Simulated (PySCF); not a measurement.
## How methods differ on the excitation energy of Ca⁺

Ca⁺ [Ar] 4s1 (2S) → Ca⁺ [Ar] 4p1 (2P), as a difference of total energies. Computed with PySCF 2.14 in x2c-QZVPPall with one added diffuse shell each of s, p, d, f type (12s8p5d4f, 89 functions), with scalar relativity by spin-free X2C-1e. Correlated levels: valence and next inner shell: [Ne] frozen. The calculations carry no spin-orbit coupling.

| method | excitation energy (eV) | error (eV) |
| --- | --- | --- |
| UHF | 2.934 | -0.208 |
| LDA | 2.981 | -0.161 |
| PBE | 2.806 | -0.336 |
| PBE0 | 2.843 | -0.299 |
| r2SCAN | 2.744 | -0.398 |
| M06-2X | 2.976 | -0.166 |
| BLYP | 2.904 | -0.238 |
| wB97X | 2.874 | -0.268 |
| PW91 | 2.817 | -0.325 |
| MP2 (valence and next inner shell) | 3.156 | +0.014 |
| SCS-MP2 (valence and next inner shell) | 3.111 | -0.031 |

Reference: 3.142 eV (measured; NIST levels, between the centres of gravity of the two terms).

Errors of the correlated levels include the incompleteness of this basis and the frozen core.
